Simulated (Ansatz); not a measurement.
`C[O][Sn]([F])([O]C)[C](C)(C)C` and `C[O][SnH]([F])[O]C` differ in one atom or group.

Ansatz, PBE0-D4/def2-TZVP geometries, multiplicity 1. Each molecule was computed in one conformer, which needn't be the lowest.

Elements past krypton have def2 core potentials.

```json
{"property": "LUMO energy (PBE/def2-TZVPP) / eV", "`C[O][Sn]([F])([O]C)[C](C)(C)C`": "-1.91"}
{"property": "HOMO energy (B3LYP/def2-TZVPP) / eV", "`C[O][Sn]([F])([O]C)[C](C)(C)C`": "-7.33"}
{"property": "HOMO energy (ωB97M-V/def2-TZVPP) / eV", "`C[O][Sn]([F])([O]C)[C](C)(C)C`": "-9.79"}
{"property": "HOMO–LUMO gap (PBE0/def2-TZVPP) / eV", "`C[O][Sn]([F])([O]C)[C](C)(C)C`": "6.63"}
{"property": "HOMO energy (PBE/def2-TZVPP) / eV", "`C[O][Sn]([F])([O]C)[C](C)(C)C`": "-6.07"}
{"property": "LUMO energy (B3LYP/def2-TZVPP) / eV", "`C[O][Sn]([F])([O]C)[C](C)(C)C`": "-1.23"}
```

(1) What does the change do to each property? (Best estimate.)

Answers

(1) The calculation gave: 
```tsv
property	`C[O][SnH]([F])[O]C`	shift
LUMO energy (PBE/def2-TZVPP) / eV	-2.10	-0.19
HOMO energy (B3LYP/def2-TZVPP) / eV	-7.85	-0.52
HOMO energy (ωB97M-V/def2-TZVPP) / eV	-10.51	-0.72
HOMO–LUMO gap (PBE0/def2-TZVPP) / eV	7.01	0.38
HOMO energy (PBE/def2-TZVPP) / eV	-6.49	-0.42
LUMO energy (B3LYP/def2-TZVPP) / eV	-1.44	-0.21
```

With PBE0 the HOMO falls by 0.55 eV and the LUMO falls by 0.17 eV, so the gap widens by about 0.38 eV. PBE moves the HOMO by -0.42 eV and ωB97M-V by -0.72 eV.

B3LYP here is the variant with VWN-RPA as its local correlation; programs differ in this.
